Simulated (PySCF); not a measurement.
Species: C3H12O2Si3.
Z-matrix (Å and degrees, PBE0-D3(BJ)/def2-SVP geometry), rows numbered from 1:
```
C 
Si  1  1.8690
O   2  1.6652  1  110.63
Si  3  1.6475  2  145.24  1   -19.20
C   4  1.8854  3  112.24  2   101.01
C   5  1.5457  4  106.96  3   -88.32
Si  6  1.8960  5  106.31  4   -34.45
O   4  1.6773  3  110.34  2    -9.69
H   1  1.1013  2  110.84  3   179.55
H   1  1.1015  2  111.08  3   -60.51
H   1  1.1006  2  110.29  3    59.37
H   2  1.4935  1  110.75  3   119.06
H   2  1.4940  1  110.31  3  -120.62
H   4  1.4844  3  107.95  2  -130.23
H   5  1.1016  4  112.99  3    35.95
H   5  1.1046  4  107.60  3   153.26
H   6  1.1016  5  112.62  4  -159.57
H   6  1.1040  5  110.08  4    81.94
H   7  1.4939  6  113.09  5   -89.46
H   7  1.4918  6  114.07  5   145.23
```

All values: PBE0/pcSseg-1 (PySCF, non-relativistic), on one gas-phase PBE0-D3(BJ)/def2-SVP geometry that isn't relaxed in the solvent. The solvent is an IEF-PCM continuum (Bondi radii, 1.10 Å for H, scaled by 1.2). Specific hydrogen bonds and non-electrostatic terms are outside this model.

| run | E − E(gas) (kcal/mol) | HOMO (eV) | HOMO–LUMO gap (eV) | dipole (D) |
| --- | --- | --- | --- | --- |
| gas | 0.00 | -8.09 | 8.60 | 1.86 |
| P | -1.16 | -8.03 | 8.61 | 2.09 |
| Q | -2.17 | -8.00 | 8.61 | 2.31 |

**Question.** The runs were made in chloroform and cyclohexane. Which run belongs to which solvent?

**Answer.** P = cyclohexane, Q = chloroform. The dielectric constants are 2.017 (cyclohexane), 4.711 (chloroform), and the energy falls further as ε rises. In this model the ground state sees the solvent through ε alone.

**Question.** How constant is the ratio of the lowering to (ε − 1)/(2ε + 1)?

**Answer.** 
```
    solvent  (ε − 1)/(2ε + 1)  E − E(gas) (kcal/mol)  ratio (kcal/mol)  polarisation term (kcal/mol)
cyclohexane             0.202                  -1.16              -5.7                         -1.21
 chloroform             0.356                  -2.17              -6.1                         -2.36
```

The ratio changes by +6.6 % in size from cyclohexane to chloroform. The polarisation term is half the interaction of the solute with the induced surface charges.

On one thread of an Arm Neoverse N1 (shared host), this took 86 s of wall time and 1.2 GiB of memory at its peak. This is the whole shielding run at PBE0/pcSseg-1 in chloroform, SCF included.
